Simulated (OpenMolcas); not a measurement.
# What dynamic correlation does to the levels of Ni6+

```
Program             : OpenMolcas 26.06
Basis               : ANO-RCC-VTZP [6s5p3d2f1g]
Scalar Hamiltonian  : DKH2, point nucleus
Active space        : 4 electrons in 10 orbitals (3d 4d)
State averaging     : 2S+1 = 5 even, 5 roots; 2S+1 = 3 even, 45 roots; 2S+1 = 1 even, 44 roots
Spin-orbit coupling : state interaction with AMFI integrals over the reference wave functions, term energies averaged over their components
```

Methods on the same reference wave functions:
A. CASSCF
B. SS-CASPT2, IPEA 0.25 Eh, imaginary shift 0.1 Eh (closed shells correlated: 3s 3p)
C. MS-CASPT2, IPEA 0.25 Eh, imaginary shift 0.1 Eh (closed shells correlated: 3s 3p)
D. XMS-CASPT2, IPEA 0.25 Eh, imaginary shift 0.1 Eh (closed shells correlated: 3s 3p)

Energies in eV above 3d⁴ ⁵D₀, the measured ground level; measured values from Corliss and Sugar, J. Phys. Chem. Ref. Data 10, 197 (1981).

```csv
Level,A,B,C,D,Measured
3d⁴ ⁵D₀,0.0000,0.0000,0.0000,0.0000,0.0000
3d⁴ ⁵D₁,0.0359,0.0366,0.0366,0.0364,0.0346
3d⁴ ⁵D₂,0.1045,0.1059,0.1059,0.1054,0.0997
3d⁴ ⁵D₃,0.2010,0.2026,0.2027,0.2021,0.1885
3d⁴ ⁵D₄,0.3209,0.322,0.322,0.322,0.2966
3d⁴ ³H₄,4.0849,4.006,4.006,4.109,3.9268
3d⁴ ³H₅,4.1655,4.093,4.093,4.195,4.0030
3d⁴ ³H₆,4.2502,4.183,4.183,4.285,4.0762
3d⁴ ³P₀(1),4.2763,3.809,3.809,3.950,3.7291
3d⁴ ³P₁(1),4.4856,4.026,4.026,4.167,3.9472
3d⁴ ³F₂(1),4.7248,4.340,4.341,4.482,4.2461
3d⁴ ³F₃(1),4.7321,4.353,4.354,4.491,4.2548
3d⁴ ³F₄(1),4.7702,4.394,4.393,4.530,4.2869
3d⁴ ³P₂(1),4.8335,4.372,4.372,4.514,4.2843
3d⁴ ³G₃,5.1808,4.836,4.836,4.942,4.7312
3d⁴ ³G₄,5.2667,4.924,4.923,5.029,4.8039
3d⁴ ³G₅,5.3287,4.995,4.995,5.098,4.8660
3d⁴ ¹I₆,6.2156,6.115,6.115,6.203,
3d⁴ ¹G₄(1),6.5736,6.057,6.056,6.156,
3d⁴ ³D₃,6.6744,5.934,5.934,6.045,
3d⁴ ³D₂,6.6993,5.962,5.962,6.073,
3d⁴ ³D₁,6.7339,5.994,5.994,6.105,
3d⁴ ¹S₀,7.6047,6.533,6.533,6.670,
3d⁴ ¹D₂,8.1050,7.556,7.557,7.602,
```

Deviations, from unrounded energies. A percentage is the sum of absolute deviations over the sum of measured energies, with the sign that they share, or ± where signs differ.

```
                        Against measurement  Levels     A     B     C     D
             mean absolute deviation (cm-1)      16  2500   620   620  1400
      fine structure of the ground term (%)       4  +6.9  +7.7  +7.8  +7.5
other terms of the ground configuration (%)      12  +9.7  +2.3  +2.3  +5.2
```

B, C lie about equally close to measurement and A furthest from it. The largest miss of C in the table is 3d⁴ ³G₅, by +1000 cm-1. The ranking rests on the paired levels alone, and a cruder setting can come out closer through cancelling errors.

Among B to D the level of the table that moves most is 3d⁴ ³P₂(1), by 1100 cm-1 (lowest in B, highest in D). Moves below CASPT2's spread within the term are not significant.

The mean deviations of B to D differ by less than CASPT2's widest spread within a term (1000 cm-1), so their order carries little weight.

From A to B the spin-free energies of the other terms of 3d⁴ shown, above ⁵D, scale by factors of 0.85 to 0.98.

The lowest spin-free term lies below A's lowest term by 0.336 hartree in B, 0.336 hartree in C, 0.341 hartree in D.

CASPT2 does not keep the components of a term degenerate, so their means are used; among the terms shown or strongly mixed into the levels shown the widest spread is 1000 cm-1 (3d⁴ ¹I, D). Active for correlation alone: 4d; no level in the range computed is led by a configuration that fills it, so any true level of that kind is missing. Without dynamic correlation excited terms often stand tens of per cent too high (terms of higher spin than the ground term too low), and those without a measured partner can miss by more than the paired ones (holds for A). The CASPT2 spread within a term exceeds the gap to the next term for 3d⁴ ³D and 3d⁴ ¹G(1), 3d⁴ ¹G(1) and 3d⁴ ¹I, so the order of their levels is uncertain (holds for D). Measured partners are found by configuration, term and J. A level has none where our copy of the source lacks it or the pairing is in doubt (some pairs that miss far off the trend of their configuration count as doubtful), and it then counts in no deviation. Only configurations of the active space appear. The table leaves out levels that lie high or whose names do not pair safely across all columns.

A number in round brackets counts repeated terms of one configuration in the order of the reference energies.
